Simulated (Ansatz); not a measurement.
Stepwise reaction of `[F][Zr]([SH])([SH])[SH]` with hydrogen fluoride, as a gas-phase model of exchange steps in deposition or etching. ΔE in kJ/mol; ΔG adds harmonic PBE0-D4 terms to CCSD(T)/CBS, at 1 bar.

Gas-phase electronic energies from Ansatz, PBE0-D4/def2-TZVP geometries. CCSD(T)/CBS adds triple-zeta CCSD(T) − MP2 to the extrapolated MP2 energy (def2 sets, frozen cores). This one scheme is used for every species. DFT in def2-TZVPP. B3LYP here is the variant with VWN-RPA as its local correlation; programs differ in this. Elements past krypton have def2 core potentials. For Zr outer-core shells are correlated without core-valence functions, which leaves a few kJ/mol of doubt a bond. One conformer a species, not always the lowest.

| step | reaction | PBE-D4 | B3LYP-D4 | ωB97M-V | CCSD(T)/CBS | ΔG(600 K) |
| --- | --- | --- | --- | --- | --- | --- |
| 1 | `[F][Zr]([SH])([SH])[SH]` + H–F → `[F][Zr]([F])([SH])[SH]` + H₂S | -78.4 | -84.4 | -89.0 | -73.4 | -85.6 |
| 2 | `[F][Zr]([F])([SH])[SH]` + H–F → `[F][Zr]([F])([F])[SH]` + H₂S | -83.0 | -88.8 | -91.0 | -78.3 | -91.0 |
| 3 | `[F][Zr]([F])([F])[SH]` + H–F → `[F][Zr]([F])([F])[F]` + H₂S | -87.2 | -93.3 | -94.6 | -84.0 | -71.9 |

Q: By hand: ΔE of the 3 steps together at CCSD(T)/CBS.

A: (-73.4) + (-78.3) + (-84.0) = -235.7 kJ/mol, or -78.6 kJ/mol a step.

In ΔE each step is lower than the one before. All are downhill at CCSD(T)/CBS. ΔG lies between -91.0 and -71.9 kJ/mol a step. PBE-D4 differs from CCSD(T)/CBS by -5.0 to -3.2 kJ/mol a step. Isolated molecules leave out the surface, adducts and barriers. Largest T1 diagnostic: 0.018.
